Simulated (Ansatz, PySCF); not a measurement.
Cl2FH3Si2, SMILES F[SiH2][SiH](Cl)Cl. Atoms are numbered in the order given.

```xyz
8

Si     1.7714     0.2058    -0.2320
F      2.6241    -0.6288     0.8823
Si    -0.4753     0.3021     0.4192
Cl    -1.4065     1.4169    -1.0717
Cl    -1.2521    -1.6211     0.4591
H      1.8589    -0.4998    -1.5379
H      2.3431     1.5759    -0.3350
H     -0.7675     0.9419     1.7255
```

The structure is a stationary point at B3LYP-D3(BJ)/def2-SVP. This is a generated structure with no PubChem entry under its InChIKey; it may be hypothetical. One conformer was computed; it need not be the lowest.

Vertical ionisation energy (IE) and electron affinity (EA) in eV. Rows of orbital energies are one-electron estimates. Where ΔSCF, EOM or ADC give a negative EA the extra electron is unbound and the value depends on the basis.

```json
[
 {"level": "−ε(HOMO), −ε(LUMO), PBE0/def2-TZVP (PySCF)", "IE": "8.41", "EA": "1.29"},
 {"level": "−ε(HOMO), −ε(LUMO), PBE/def2-TZVP (PySCF)", "IE": "___", "EA": "___"},
 {"level": "ΔSCF, PBE0/def2-SVPD (Ansatz), final states of multiplicity 2 and 2", "IE": "10.42", "EA": "-0.20"},
 {"level": "ΔSCF, PBE/def2-SVPD (Ansatz), final states of multiplicity 2 and 2", "IE": "9.98", "EA": "-0.08"}
]
```

Q: Fill in the missing entries. (The exact figures need the calculation; the answer reports its results.)

A: 
- −ε(HOMO), −ε(LUMO), PBE/def2-TZVP (PySCF), IE: 7.16
- −ε(HOMO), −ε(LUMO), PBE/def2-TZVP (PySCF), EA: 2.14

Q: What vertical singlet–triplet gap does ΔSCF give with PBE0/def2-SVPD (Ansatz, a program for electronic structure) and with PBE/def2-SVPD (Ansatz)? (Estimate from the structure and the level; the computed values follow.)

A: 5.19 and 4.77 eV (triplet above singlet where positive).
